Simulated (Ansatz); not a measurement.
Abstraction of H: SiH3(GeH3) + C2H7InN → GeH3(SiH2) + C2H8InN

Gas-phase species: SiH3(GeH3), singlet; C2H7InN `C[CH2][In][NH2]`, doublet; GeH3(SiH2), doublet; C2H8InN `C[CH2][InH][NH2]`, singlet. A radical takes H: the energy is the difference in strength between the Si–H bond broken and the In–H bond made.

Shapes, held fixed at every level: PBE0-D4/def2-TZVP. Flexible molecules stand in one conformer, not always the lowest. Programs: Ansatz 0.2.0. Electronic energies: no zero-point or thermal term.

**Question.** Estimate ΔE of this reaction.

**Answer.** The highest level, CCSD(T)/def2-TZVPP, gives ΔE = +77.1 kJ/mol; the levels span +76.0 to +90.1. The column of differences is taken from that level and isn't an error. No measured value is set beside it here. Open shells run unrestricted. For atoms past krypton def2 sets carry core potentials with scalar relativity. Relativity is left out for Ge. Outer-core shells of Ge, In are correlated, in sets that cover them unevenly.

```json
{"level": "PBE-D4/def2-TZVPP", "kind": "GGA", "ΔE (kJ/mol)": "+83.2", "less CCSD(T)/def2-TZVPP": "+6.1"}
{"level": "B3LYP-D4/def2-TZVPP", "kind": "global hybrid", "ΔE (kJ/mol)": "+90.1", "less CCSD(T)/def2-TZVPP": "+13.0"}
{"level": "PBE0-D4/def2-TZVPP", "kind": "global hybrid", "ΔE (kJ/mol)": "+78.2", "less CCSD(T)/def2-TZVPP": "+1.1"}
{"level": "wB97M-V/def2-TZVPP", "kind": "range-separated hybrid", "ΔE (kJ/mol)": "+80.9", "less CCSD(T)/def2-TZVPP": "+3.8"}
{"level": "wB97X-V/def2-TZVPP", "kind": "range-separated hybrid", "ΔE (kJ/mol)": "+76.0", "less CCSD(T)/def2-TZVPP": "-1.1"}
{"level": "B2PLYP/def2-TZVPP", "kind": "double hybrid", "ΔE (kJ/mol)": "+85.8", "less CCSD(T)/def2-TZVPP": "+8.7"}
{"level": "CCSD/def2-TZVPP", "kind": "coupled cluster or CI", "ΔE (kJ/mol)": "+76.5", "less CCSD(T)/def2-TZVPP": "-0.6"}
{"level": "CCSD(T)/def2-TZVPP", "kind": "coupled cluster or CI", "ΔE (kJ/mol)": "+77.1", "less CCSD(T)/def2-TZVPP": "0.0"}
```
